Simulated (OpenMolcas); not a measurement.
**Cu2+ in a point-charge field**

Cu2+ among 4 point charges of -1 e arranged as a tetrahedron (Td), 1.67 Å from the ion.
```
   0.9642    0.9642    0.9642  -1.00
   0.9642   -0.9642   -0.9642  -1.00
  -0.9642    0.9642   -0.9642  -1.00
  -0.9642   -0.9642    0.9642  -1.00
```

```json
{
 "Program": "OpenMolcas",
 "Method": "SS-CASPT2, IPEA 0.25 Eh, imaginary shift 0.1 Eh (closed shells correlated: 3s 3p)",
 "Basis": "ANO-RCC-VDZP [5s4p2d1f]",
 "Scalar Hamiltonian": "DKH2, point nucleus",
 "Active space": "9 electrons in 5 orbitals (3d)",
 "State averaging": "2S+1 = 2 even, 5 roots",
 "Spin-orbit coupling": "state interaction with AMFI integrals over the reference wave functions"
}
```

The lowest spin-free states (labels of Td), above the lowest:

```csv
State,Degeneracy,E (cm-1),Free-ion L (%)
2T2,3,0,D (100)
2E,2,1710,D (100)
```

The lowest levels with spin-orbit coupling:

```tsv
E (cm-1)	Degeneracy	Label	2S+1	g
0	2	Γ7	2	2.00 2.00 2.00
700	4	Γ8	2	
3130	4	Γ8	2
```

Powder χT (cm3 K/mol): 0.378 at 2 K, 0.398 at 10 K, 0.495 at 50 K, 0.616 at 100 K, 0.852 at 200 K, 1.04 at 300 K. The effective moment at 300 K is 2.828 √(χT) = 2.89 μB.

The lowest level has 2S+1 = 2, for which the spin-only value is χT = S(S+1) / 2 = 0.375 cm3 K/mol (g = 2). The computed 1.042 at 300 K differs by +0.667, through orbital momentum, spin-orbit coupling and any other state in reach. With a threefold ground state the orbital momentum is unquenched, so the spin-only value is not expected to hold.

The gap between the two states is 10Dq = -1714 cm-1 (negative for this site).

Roots that are degenerate in the reference are averaged as groups; the widest CASPT2 spread within a group is 29 cm-1 (the 3-fold group of multiplicity 2 near 0 cm-1 above the lowest state of its run). Shifts and gaps below about the spread of the groups concerned are not significant. An orbital triplet at a regular site is open to Jahn-Teller coupling, which can distort the site and quench the lowest spin-orbit gaps and is left out. The ground term spreads over less than 5000 cm-1, several times less than with real ligands, so orbital moments are less quenched and χT lies further from the spin-only value than at real sites. Free-ion shares, where given, are those of the reference states; single-state CASPT2 does not remix them. Point charges carry no covalency, so the field is a model and not that of real ligands. No measured value stands beside these numbers.
